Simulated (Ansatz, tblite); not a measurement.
Species of one formula, C2H6Ge (singlet), each relaxed with B3LYP-D4/def2-TZVP in Ansatz.

The xTB rows come from tblite. LC-ωPBE has ω = 0.4 bohr⁻¹. Correlated methods freeze 11 core orbitals; core or outer-core shells of Ge are correlated, in sets that lack core-valence functions.

Run but left out: HF/def2-TZVP (B: restricted singlet, unstable towards broken spin symmetry).

B: At CCSD(T)/def2-TZVP the restricted singlet (for correlated methods, its reference) is unstable: a solution with broken spin symmetry lies lower.

Other spin states weren't relaxed.

A: Ge(vinyl)H3 (C₂H₆Ge)

B: GeMe2 (C2H6Ge)

**Question.** Estimate their order by electronic energy at RPA@PBE/def2-TZVP, counted from the lowest.

**Answer.** B (0.0) < A (4.4), in kcal/mol.

**Question.** Do the other levels pick the same lowest one?

**Answer.** Not GFN1-xTB. Energies above each level's lowest (kcal/mol):

```json
{"level": "GFN1-xTB", "A": "0.0", "B": "2.0"}
{"level": "GFN2-xTB", "A": "23.9", "B": "0.0"}
{"level": "PBE-D4/def2-SVP", "A": "6.2", "B": "0.0"}
{"level": "PBE-D4/def2-TZVP", "A": "7.9", "B": "0.0"}
{"level": "BLYP-D4/def2-TZVP", "A": "8.1", "B": "0.0"}
{"level": "r2SCAN-D4/def2-TZVP", "A": "4.8", "B": "0.0"}
{"level": "PBE0-D4/def2-SVP", "A": "5.7", "B": "0.0"}
{"level": "PBE0-D4/def2-TZVP", "A": "7.0", "B": "0.0"}
{"level": "r2SCAN0-D4/def2-TZVP", "A": "5.2", "B": "0.0"}
{"level": "LC-ωPBE/def2-TZVP", "A": "4.6", "B": "0.0"}
{"level": "RPA@PBE/def2-TZVP", "A": "4.4", "B": "0.0"}
{"level": "MP2/def2-TZVP", "A": "4.2", "B": "0.0"}
{"level": "CCSD/def2-TZVP", "A": "4.2", "B": "0.0"}
{"level": "CCSD(T)/def2-TZVP", "A": "3.5", "B": "0.0"}
```
Point groups (tolerance 0.1 Å): A not assigned, B not assigned.
